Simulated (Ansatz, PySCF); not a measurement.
System: H2Be, singlet: symmetric bend, bond length relaxed. Scanned: H-Be-H angle. Other coordinates (Be-H bond length) were minimised at B3LYP/def2-TZVP.

Levels of theory: CCSD(T)/aug-cc-pVTZ = CCSD(T) on RHF/aug-cc-pVTZ, frozen core in Ansatz (an electronic-structure program); RKS-PBE/aug-cc-pVTZ = restricted PBE/aug-cc-pVTZ run with Ansatz; RHF/3-21G = PySCF with restricted Hartree-Fock/3-21G.

Energies in kJ/mol, each method relative to its own lowest point.

```
a / °   CCSD(T)/aug-cc-pVTZ  RKS-PBE/aug-cc-pVTZ  RHF/3-21G
------  -------------------  -------------------  ---------
180                     0.0                  0.0        0.0
171.97                  1.3                  1.3        1.6
160.71                  7.5                  7.5        [?]
150.09                 18.1                 18.1        [?]
139.46                 33.8                 33.5        [?]
131.41                 49.3                 48.6        [?]
121.92                 71.8                 70.5        [?]
110.46                105.8                103.2      119.4
98.23                 151.3                146.6      168.9
91.08                 182.9                176.6      203.4
80.83                 235.3                225.9      261.0
70.92                 294.5                280.7      327.4
60                    368.5                347.9      412.9
```

Problem. What belongs in the gaps?

Solution. 
- 160.71, RHF/3-21G: 9.0
- 150.09, RHF/3-21G: 21.6
- 139.46, RHF/3-21G: 39.7
- 131.41, RHF/3-21G: 57.1
- 121.92, RHF/3-21G: 82.1
